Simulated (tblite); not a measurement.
Compound: H₇P₃Si₂.
Atom-mapped SMILES: `[SiH3:1][p:2]1[pH:3][p:4]1[SiH3:5]` (hydrogens: H6, H7, H8 on Si1; H9 on P3; H10, H11, H12 on Si5)

Geometry (GFN2-xTB, Å), atoms numbered from 1 in this order:
```xyz
12
H7P3Si2 angstrom
Si     2.6675   -0.5731   -0.0268
P      0.6441   -0.0932    0.8703
P      0.3196    1.7870   -0.1441
P     -0.5067   -0.0491   -0.9650
Si    -2.5752   -0.2598   -0.0783
H      2.4862   -1.4251   -1.2057
H      3.3662   -1.2844    1.0466
H      3.3469    0.6747   -0.3948
H     -0.7721    2.1726    0.6419
H     -3.4500   -0.3267   -1.2493
H     -2.9324    0.8779    0.7821
H     -2.5930   -1.5015    0.6972
```

Calculated harmonic vibrations of the isolated species, GFN2-xTB (tblite), most abundant isotopes, no scaling. Against measured fundamentals such values can be off by several per cent, at times by over 20. Modes of hydrogen on phosphorus and silicon can be 10 to 20 % off. The optimisation stopped once no atom felt more than 0.01 eV/Å.

Lowest wavenumbers of the output (negative numbers stand for imaginary wavenumbers):
```
mode    cm-1
  1     -61.7
  2     -60.1
  3      82.6
  4      98.3
  5     145.4
  6     173.0
  7     393.8
  8     409.1
  9     440.8
 10     464.7
```

Question: Is this structure a minimum?

Answer: No. 2 modes are imaginary beyond 20i (62i and 60i cm⁻¹), so at this level the point lies at or near a saddle of order 2.

Question: Which atoms move in the imaginary modes?

Answer: 62i: H8 (Si–H hydrogen) 34 %, H6 (Si–H hydrogen) 32 %, H7 (Si–H hydrogen) 29 %; 60i: H11 (Si–H hydrogen) 34 %, H10 (Si–H hydrogen) 32 %, H12 (Si–H hydrogen) 31 %. These are shares of the mass-weighted motion.

Question: What is the remedy?

Answer: Step along such a mode in both directions, optimise again with tighter thresholds and repeat the frequencies. The zero-point energy of this point (37.6 kcal/mol) counts the 28 real modes alone, and thermal corrections from it aren't those of a minimum.
